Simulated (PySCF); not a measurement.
# `C=Cn1c(C)nnc1C`: 4 charge schemes on one density

C6H9N3.
Cartesian coordinates in Å at the GFN2-xTB level; atoms count from 1:
```
atom  x, y, z in Å
C1    -1.453    1.397    1.121
C2    -0.233    1.072    0.722
N3     0.151   -0.027   -0.034
C4    -0.574   -1.019   -0.672
C5    -2.047   -1.152   -0.720
N6     0.235   -1.842   -1.264
N7     1.501   -1.437   -1.045
C8     1.464   -0.362   -0.323
C9     2.648    0.402    0.127
H10   -2.331    0.824    0.898
H11   -1.596    2.287    1.708
H12    0.610    1.695    0.993
H13   -2.456   -1.348    0.270
H14   -2.278   -1.993   -1.368
H15   -2.505   -0.251   -1.126
H16    2.628    1.419   -0.266
H17    2.696    0.445    1.215
H18    3.534   -0.102   -0.247
```

Density: PBE0/pcSseg-1 (PySCF); schemes: Mulliken, IAO, Hirshfeld and ESP-fitted. The structure is a single GFN2-xTB conformer in the gas phase; no vibrational or solvent corrections. GFN2-xTB frequencies show an imaginary mode (59i cm⁻¹), so this geometry is no minimum at that level.

Q: Atoms with like bonding are taken together and averaged. At which atom do the 4 schemes differ most?

A: At N3: from -0.677 (Mulliken) to +0.005 e (ESP-fitted), 0.682 e apart.

Q: Do the Mulliken, IAO, Hirshfeld and ESP-fitted schemes agree on where the charge is highest?

A: All schemes agree: Mulliken C4/C8 (+0.201); IAO C4/C8 (+0.182); Hirshfeld C4/C8 (+0.091); ESP-fitted C4/C8 (+0.522).

Q: For which atoms does the sign change between the 4 schemes (beyond +0.03 e in one, beyond −0.03 e in another)?

A: C2.

Q: Tabulate the Mulliken, IAO, Hirshfeld and ESP-fitted charges.

A: In e; atoms taken as equivalent share a row and are averaged (×n: the atom named and its like, n in all):

| atom | environment | Mulliken | IAO | Hirshfeld | ESP-fitted |
| --- | --- | --- | --- | --- | --- |
| C1 | terminal =CH2 carbon | -0.176 | -0.348 | -0.113 | -0.401 |
| C2 | vinylic carbon bearing nitrogen | +0.064 | -0.045 | +0.011 | -0.270 |
| N3 | pyrrole-type nitrogen | -0.677 | -0.100 | -0.011 | +0.005 |
| C4/C8 | substituted aromatic carbon | +0.201 | +0.182 | +0.091 | +0.522 |
| C5/C9 | benzylic-type carbon | -0.163 | -0.443 | -0.113 | -0.608 |
| N6/N7 | pyridine-type nitrogen | -0.275 | -0.231 | -0.167 | -0.407 |
| H10 | vinylic hydrogen | +0.133 | +0.156 | +0.049 | +0.182 |
| H11 | vinylic hydrogen | +0.131 | +0.168 | +0.056 | +0.200 |
| H12 | vinylic hydrogen | +0.122 | +0.161 | +0.059 | +0.220 |
| H13 (×6) | methyl hydrogen | +0.146 | +0.165 | +0.055 | +0.175 |

Mean size of the charges over all atoms: ESP-fitted 0.300 e, IAO 0.205 e, Mulliken 0.192 e, Hirshfeld 0.076 e. Each set sums to the total charge, 0, to within 0.001 e. The Hirshfeld scheme divides the density at each point in proportion to the densities of the neutral, spherically averaged free atoms. The ESP scheme fits charges at the nuclei, held to the total charge, to the electrostatic potential on points at 1.4 to 2.0 times the van der Waals radii.

Some averages cover members that differ in this geometry: C4/C8, ESP-fitted +0.498 to +0.545; C5/C9, ESP-fitted -0.624 to -0.592; H13 (×6), IAO +0.155 to +0.186 e.

Q: How closely do the schemes follow one another over all atoms?

A: Correlation coefficient and root-mean-square difference: IAO with ESP-fitted 0.94, 0.153 e; IAO with Hirshfeld 0.92, 0.152 e; Hirshfeld with ESP-fitted 0.92, 0.268 e; Mulliken with Hirshfeld 0.72, 0.178 e; Mulliken with IAO 0.71, 0.173 e; Mulliken with ESP-fitted 0.64, 0.267 e.

Q: How many electrons does the IAO scheme count on C9?

A: Its own charge is -0.446 e, so Z − q = 6.446.

Q: Sum the charges by element.

A: 
| element | atoms | Mulliken | IAO | Hirshfeld | ESP-fitted |
| --- | --- | --- | --- | --- | --- |
| C | 6 | -0.037 | -0.915 | -0.146 | -0.844 |
| N | 3 | -1.227 | -0.561 | -0.345 | -0.808 |
| H | 9 | +1.264 | +1.476 | +0.491 | +1.652 |
